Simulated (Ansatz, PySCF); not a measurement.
1-fluoro-1-methylcyclopropane (C4H7F), SMILES C1CC1(F)C. Atoms are numbered in the order given.

```xyz
12

C      0.8027     1.3737     0.0000
C     -0.0561     0.1478     0.0000
F     -1.3864     0.4688     0.0000
C      0.3008    -1.0846    -0.7567
C      0.3008    -1.0846     0.7567
H      0.5989     1.9845    -0.8927
H      1.8674     1.1027     0.0000
H      0.5989     1.9845     0.8927
H     -0.5224    -1.6034    -1.2538
H      1.2560    -1.1170    -1.2879
H     -0.5224    -1.6034     1.2538
H      1.2560    -1.1170     1.2879
```
Charge 0, spin multiplicity 1.

Coordinates come from a PBE0-D3(BJ)/def2-SVP optimisation.

Two levels are set side by side: PBE-D3(BJ)/def2-SVP (Ansatz, a program for electronic structure) and PBE0-D3(BJ)/def2-SVP (Ansatz). Each level has its own optimised geometry; the coordinates shown are those of the second. Frequencies come from the Hessian of PySCF at each geometry. Differences are taken from unrounded values.

```tsv
quantity	PBE0-D3(BJ)
mean bond length (Å)	1.253
bond C1–C2 (Å)	1.497
bond C2–F3 (Å)	1.368
bond C2–C4 (Å)	1.490
bond C2–C5 (Å)	1.490
bond C4–C5 (Å)	1.513
bond C1–H6 (Å)	1.101
bond C1–H7 (Å)	1.099
bond C1–H8 (Å)	1.101
bond C4–H9 (Å)	1.093
bond C4–H10 (Å)	1.093
bond C5–H11 (Å)	1.093
bond C5–H12 (Å)	1.093
highest harmonic wavenumber (cm⁻¹)	3262
mean harmonic wavenumber (cm⁻¹)	1486
zero-point energy (kcal/mol)	63.74
```

### Question
What does PBE-D3(BJ) give, and how far is it from PBE0-D3(BJ)? (Estimate from the structure and the level; the computed values follow.)

### Answer

```json
[
 {"quantity": "mean bond length (Å)", "PBE-D3(BJ)": "1.262", "PBE-D3(BJ) minus PBE0-D3(BJ)": "0.010"},
 {"quantity": "bond C1–C2 (Å)", "PBE-D3(BJ)": "1.505", "PBE-D3(BJ) minus PBE0-D3(BJ)": "0.008"},
 {"quantity": "bond C2–F3 (Å)", "PBE-D3(BJ)": "1.385", "PBE-D3(BJ) minus PBE0-D3(BJ)": "0.016"},
 {"quantity": "bond C2–C4 (Å)", "PBE-D3(BJ)": "1.502", "PBE-D3(BJ) minus PBE0-D3(BJ)": "0.012"},
 {"quantity": "bond C2–C5 (Å)", "PBE-D3(BJ)": "1.502", "PBE-D3(BJ) minus PBE0-D3(BJ)": "0.012"},
 {"quantity": "bond C4–C5 (Å)", "PBE-D3(BJ)": "1.525", "PBE-D3(BJ) minus PBE0-D3(BJ)": "0.012"},
 {"quantity": "bond C1–H6 (Å)", "PBE-D3(BJ)": "1.109", "PBE-D3(BJ) minus PBE0-D3(BJ)": "0.008"},
 {"quantity": "bond C1–H7 (Å)", "PBE-D3(BJ)": "1.107", "PBE-D3(BJ) minus PBE0-D3(BJ)": "0.008"},
 {"quantity": "bond C1–H8 (Å)", "PBE-D3(BJ)": "1.109", "PBE-D3(BJ) minus PBE0-D3(BJ)": "0.008"},
 {"quantity": "bond C4–H9 (Å)", "PBE-D3(BJ)": "1.101", "PBE-D3(BJ) minus PBE0-D3(BJ)": "0.008"},
 {"quantity": "bond C4–H10 (Å)", "PBE-D3(BJ)": "1.102", "PBE-D3(BJ) minus PBE0-D3(BJ)": "0.008"},
 {"quantity": "bond C5–H11 (Å)", "PBE-D3(BJ)": "1.101", "PBE-D3(BJ) minus PBE0-D3(BJ)": "0.008"},
 {"quantity": "bond C5–H12 (Å)", "PBE-D3(BJ)": "1.102", "PBE-D3(BJ) minus PBE0-D3(BJ)": "0.008"},
 {"quantity": "highest harmonic wavenumber (cm⁻¹)", "PBE-D3(BJ)": "3169", "PBE-D3(BJ) minus PBE0-D3(BJ)": "-93"},
 {"quantity": "mean harmonic wavenumber (cm⁻¹)", "PBE-D3(BJ)": "1435", "PBE-D3(BJ) minus PBE0-D3(BJ)": "-51"},
 {"quantity": "zero-point energy (kcal/mol)", "PBE-D3(BJ)": "61.55", "PBE-D3(BJ) minus PBE0-D3(BJ)": "-2.19"}
]
```

Exact exchange shortens and stiffens bonds; PBE has none. Differences between two approximate levels are no errors against the true value.
